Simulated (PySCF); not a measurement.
C4H5Br, singlet, geometry from GFN2-xTB; DF-HF/def2-SVPD (PySCF).

Here is a job for PySCF.
```python
from pyscf import gto, scf

mol = gto.Mole()
mol.atom = '''
    C     2.37940985    0.07076594    2.77308727
    C     2.10206848    0.15352879    1.47550631
    C     0.76657378    0.01806374    0.94409588
    C     0.49915718    0.10244343   -0.35606785
    Br   -1.24519931   -0.07392779   -1.05623404
    H     1.60817380   -0.10447528    3.50479231
    H     3.38271302    0.17487536    3.14726270
    H     2.89012051    0.33002419    0.75532673
    H    -0.02903493   -0.15859667    1.65482900
    H     1.24674772    0.27683370   -1.11374911
'''
mol.basis = 'def2-svpd'
mol.verbose = 4
mol.max_memory = 1800
mol.build()

mf = scf.RHF(mol)
mf = mf.density_fit(auxbasis='def2-universal-jkfit')
mf.kernel()
```

Question: Predict the main parts of the log of this PySCF run.

Answer: 
```
PySCF version 2.14.0

[INPUT] verbose = 4
[INPUT] num. atoms = 10
[INPUT] num. electrons = 64
[INPUT] charge = 0
[INPUT] spin (= nelec alpha-beta = 2S) = 0
[INPUT] symmetry False subgroup None
[INPUT] Mole.unit = angstrom
[INPUT] Symbol           X                Y                Z      unit          X                Y                Z       unit  Magmom
[INPUT]  1 C      2.379409850000   0.070765940000   2.773087270000 AA    4.496432954592   0.133728245547   5.240375459818 Bohr   0.0
[INPUT]  2 C      2.102068480000   0.153528790000   1.475506310000 AA    3.972333722281   0.290127365336   2.788302820968 Bohr   0.0
[INPUT]  3 C      0.766573780000   0.018063740000   0.944095880000 AA    1.448614498473   0.034135521385   1.784082648530 Bohr   0.0
[INPUT]  4 C      0.499157180000   0.102443430000  -0.356067850000 AA    0.943270363310   0.193590025961  -0.672870718263 Bohr   0.0
[INPUT]  5 Br    -1.245199310000  -0.073927790000  -1.056234040000 AA   -2.353085666397  -0.139703276094  -1.995993059043 Bohr   0.0
[INPUT]  6 H      1.608173800000  -0.104475280000   3.504792310000 AA    3.039008042701  -0.197429665987   6.623097589382 Bohr   0.0
[INPUT]  7 H      3.382713020000   0.174875360000   3.147262700000 AA    6.392401165800   0.330466536335   5.947464545059 Bohr   0.0
[INPUT]  8 H      2.890120510000   0.330024190000   0.755326730000 AA    5.461536230888   0.623655333581   1.427360654263 Bohr   0.0
[INPUT]  9 H     -0.029034930000  -0.158596670000   1.654829000000 AA   -0.054868065746  -0.299704270568   3.127173592988 Bohr   0.0
[INPUT] 10 H      1.246747720000   0.276833700000  -1.113749110000 AA    2.356011737226   0.523139875050  -2.104680789378 Bohr   0.0

nuclear repulsion = 267.236088307504
number of shells = 67
number of NR pGTOs = 253
number of NR cGTOs = 161
basis = def2-svpd
ecp = {}

******** <class 'pyscf.df.df_jk.DFRHF'> ********
method = DFRHF
initial guess = minao
damping factor = 0
level_shift factor = 0
DIIS = <class 'pyscf.scf.diis.CDIIS'>
diis_start_cycle = 1
diis_space = 8
diis_damp = 0
SCF conv_tol = 1e-09
SCF conv_tol_grad = None
SCF max_cycles = 50
direct_scf = False
Set gradient conv threshold to 3.16228e-05
Initial guess from minao.
******** <class 'pyscf.df.df.DF'> ********
auxbasis = def2-universal-jkfit
init E= -2726.154628842
  HOMO = -0.214089272363336  LUMO = 0.00650486143236151  gap/eV = 6.00267
cycle= 1 E= -2726.25790779415  delta_E= -0.103  |g|= 0.436  |ddm|=  4.9
  HOMO = -0.354513057943178  LUMO = 0.0395806971454586  gap/eV = 10.72384
cycle= 2 E= -2726.3173286419  delta_E= -0.0594  |g|= 0.231  |ddm|= 1.87
  HOMO = -0.322913996106561  LUMO = 0.0847056324862759  gap/eV = 11.09190
cycle= 3 E= -2726.3314110786  delta_E= -0.0141  |g|= 0.0691  |ddm|= 0.923
  HOMO = -0.324994993327626  LUMO = 0.0845970899694493  gap/eV = 11.14557
cycle= 4 E= -2726.33342703196  delta_E= -0.00202  |g|= 0.016  |ddm|= 0.256
  HOMO = -0.328118930807068  LUMO = 0.0852245880630683  gap/eV = 11.24765
cycle= 5 E= -2726.33352754555  delta_E= -0.000101  |g|= 0.00471  |ddm|= 0.0613
  HOMO = -0.327885328715436  LUMO = 0.0852348030327645  gap/eV = 11.24157
cycle= 6 E= -2726.33354874946  delta_E= -2.12e-05  |g|= 0.00215  |ddm|= 0.0267
  HOMO = -0.328006776913417  LUMO = 0.0852713360716626  gap/eV = 11.24587
cycle= 7 E= -2726.33355140259  delta_E= -2.65e-06  |g|= 0.000716  |ddm|= 0.0108
  HOMO = -0.328006077890334  LUMO = 0.0852796644413214  gap/eV = 11.24608
cycle= 8 E= -2726.33355175501  delta_E= -3.52e-07  |g|= 0.000206  |ddm|= 0.00365
  HOMO = -0.327998936541826  LUMO = 0.0852886348638613  gap/eV = 11.24613
cycle= 9 E= -2726.33355178426  delta_E= -2.92e-08  |g|= 8.32e-05  |ddm|= 0.000999
  HOMO = -0.327996525085805  LUMO = 0.0852928113504827  gap/eV = 11.24618
cycle= 10 E= -2726.33355178849  delta_E= -4.23e-09  |g|= 2.91e-05  |ddm|= 0.00037
  HOMO = -0.327996035337907  LUMO = 0.0852950790326359  gap/eV = 11.24622
cycle= 11 E= -2726.33355178942  delta_E= -9.25e-10  |g|= 9.49e-06  |ddm|= 0.000202
  HOMO = -0.327995641888688  LUMO = 0.0852959852699193  gap/eV = 11.24624
Extra cycle  E= -2726.33355178948  delta_E= -6.5e-11  |g|= 4.27e-06  |ddm|= 3.42e-05
converged SCF energy = -2726.33355178948
```
